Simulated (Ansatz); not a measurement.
The molecule GeTe, closed-shell singlet (the spin of the measured ground state). No spin–orbit coupling. Ge is treated without relativity.

D_e counts from the fitted minimum to each atom's lowest state at the same level, without counterpoise. The singlet is restricted.

Correlated levels freeze the inner cores; with def2 sets outer-core shells near the valence are correlated too. CBS(a, b) extrapolates the correlation energy as X⁻³ and adds the Hartree–Fock energy of set b.

The values were computed with Ansatz (Gaussian orbitals). Each number belongs to the level named beside it. In def2 rows elements past Kr take small-core potentials, without spin–orbit coupling.

Give the bond energy D_e at the level CCSD(T)/CBS(def2-TZVPP, def2-QZVPP).

451 kJ/mol

Predict the bond energy D_e from PBE0/def2-TZVPP.

423 kJ/mol

What is the computed bond energy D_e (CCSD/def2-QZVPP)?

400 kJ/mol

Doubts at one or more of the structures used: a restricted determinant that unrestricted orbitals would lower (CCSD/def2-QZVPP, CCSD(T)/CBS(def2-TZVPP, def2-QZVPP)).

Ansatz is a program for electronic structure.
